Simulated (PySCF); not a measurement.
Static response to an electric field

C₄H₁₀O₃Si.
Atom-mapped SMILES: `[CH3:1][O:2][SiH2:3][O:4][CH2:5][C:6]([CH3:7])=[O:8]` (hydrogens: H9, H10, H11 on C1; H12, H13 on Si3; H14, H15 on C5; H16, H17, H18 on C7)

Structure used (PBE0-D3(BJ)/def2-SVP), in Å, numbered top down from 1:
```
atom  x, y, z in Å
C1     2.563    1.142   -0.198
O2     2.270   -0.139    0.284
Si3    1.752   -1.456   -0.576
O4     0.276   -1.987    0.003
C5    -0.801   -1.256    0.454
C6    -1.084   -0.013   -0.360
C7    -2.380    0.700   -0.099
O8    -0.282    0.368   -1.181
H9     1.828    1.480   -0.949
H10    3.571    1.185   -0.648
H11    2.545    1.851    0.645
H12    2.638   -2.605   -0.245
H13    1.792   -1.207   -2.044
H14   -1.707   -1.890    0.458
H15   -0.664   -0.919    1.503
H16   -2.617    0.729    0.975
H17   -3.196    0.153   -0.599
H18   -2.335    1.716   -0.509
```

Level: wB97X-D/def2-SVPD (PySCF), static field, nuclei fixed, core orbitals frozen in the response. The polarisability tensor in these axes (au):

```
x   93.25 -2.76 -6.15
y   -2.76 83.34 -2.20
z   -6.15 -2.20 74.14
```

What are the eigenvalues, a third of the trace, and Δα (Δα² = ½Σ(αi − αj)² over the three pairs)?

Principal values 71.61, 83.71 and 95.41 au; mean 83.58 au = 12.38 Å³ = 13.78 × 10⁻⁴⁰ C²·m²/J; Δα = 20.62 au (25 % of the mean).

What is the dipole moment, and where does it point?

(-2.97, 1.36, 1.00) D, 3.42 D in size, pointing from the negative to the positive side. Measured along this direction, the outermost atoms are H12 at the negative end and H16 at the positive end.

Orientational against electronic polarisability at 500 K (dilute gas, rigid molecules)?

In Gaussian units μ²/3kT = 56.45 Å³ against 12.38 Å³, a ratio of 4.56; the Debye molar polarisation (4π/3)N_A(α + μ²/3kT) is 173.6 cm³/mol, leaving out the vibrational part.

Directions of the eigenvectors, and the extent of the frame along each?

Largest value along (0.95, -0.17, -0.26), where the nuclei span 6.27 Å; middle along (0.10, 0.96, -0.28), 4.02 Å; least along (0.29, 0.24, 0.92), 3.45 Å. The response follows the extents in order.

Find the Langevin capture rate constant for O2+ (31.990 u) meeting this molecule (134.040 u), k = 2.342 × 10⁻⁹ cm³/s × √(α in Å³ / reduced mass in u).

The reduced mass is 25.83 u, so k = 1.62 × 10⁻⁹ cm³/s. The formula leaves out the permanent dipole, which adds to the capture rate.

What are the principal values of the traceless quadrupole moment, Θ = ½Σq(3rr − r²1), about the centre of nuclear charge?

-9.29, -2.54, 11.83 D·Å. The values depend on the origin, since the dipole doesn't vanish. The electronic extent ⟨r²⟩ about the same centre is 1297 bohr², a root-mean-square distance of 2.25 Å for the 72 electrons.

The structure is a single PBE0-D3(BJ)/def2-SVP conformer in the gas phase; no vibrational or solvent corrections.
